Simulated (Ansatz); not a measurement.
Species: C$_{9}$H$_{10}$O, SMILES `C=Cc1cccc(OC)c1` (C–C–C–C torsion 0°, C–C–O–C torsion 0°) (charge 0, multiplicity 1).

Question: Give a relaxed geometry from B3LYP-D3(BJ)/def2-SVP (Ansatz, an electronic-structure program).

Answer: Several could match; the one computed here: the end point of this relaxation, one of several conformers (outside a Z-matrix the atoms follow the SMILES, hydrogens last).
Bonded distances (Å): C1–C2 1.340, C1–H11 1.093, C1–H12 1.092, C2–C3 1.473, C2–H13 1.096, C3–C4 1.412, C3–C10 1.400, C4–C5 1.389, C4–H14 1.091, C5–C6 1.402, C5–H15 1.093, C6–C7 1.401, C6–H16 1.089, C7–O8 1.357, C7–C10 1.404, O8–C9 1.408, C9–H17 1.105, C9–H18 1.105, C9–H19 1.098, C10–H20 1.092. Angles (°): C2–C1–H11 122.5, C2–C1–H12 120.8, H11–C1–H12 116.6, C1–C2–C3 127.3, C1–C2–H13 118.2, C3–C2–H13 114.6, C2–C3–C4 122.9, C2–C3–C10 118.6, C4–C3–C10 118.5, C3–C4–C5 120.0, C3–C4–H14 120.3, C5–C4–H14 119.7, C4–C5–C6 121.4, C4–C5–H15 119.7, C6–C5–H15 118.9, C5–C6–C7 119.0, C5–C6–H16 119.7, C7–C6–H16 121.3, C6–C7–O8 124.4, C6–C7–C10 119.6, O8–C7–C10 115.9, C7–O8–C9 118.9, O8–C9–H17 111.8, O8–C9–H18 111.8, O8–C9–H19 106.6, H17–C9–H18 108.6, H17–C9–H19 108.9, H18–C9–H19 108.9, C3–C10–C7 121.4, C3–C10–H20 120.7, C7–C10–H20 117.9.
